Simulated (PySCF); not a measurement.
Al(Br)3 cation (AlBr3), SMILES [Br][Al]([Br])[Br] (connectivity only; charge and spin as stated), charge +1, multiplicity 2.

Geometry optimised at B3LYP-D3(BJ)/def2-SVP. The spin state was assumed, not searched. The isomer is the one that the SMILES or the coordinates give; other isomers of the formula were not compared.

The numbers are results of B3LYP-D3(BJ)/def2-SVP (PySCF), not measurements.

Frequencies are harmonic and unscaled.

Modes within 1.5 cm⁻¹ of each other (mostly degenerate sets) share a row, with their intensities summed.

```csv
mode,ν (cm⁻¹),IR (km/mol),moving atoms (share of kinetic energy)
1–2,21,1.6,"Br 88 %, Al 12 %"
3,136,21.3,"Al 90 %, Br 10 %"
4,224,0.0,Br 100 %
5–6,420,48.3,"Al 78 %, Br 22 %"
```
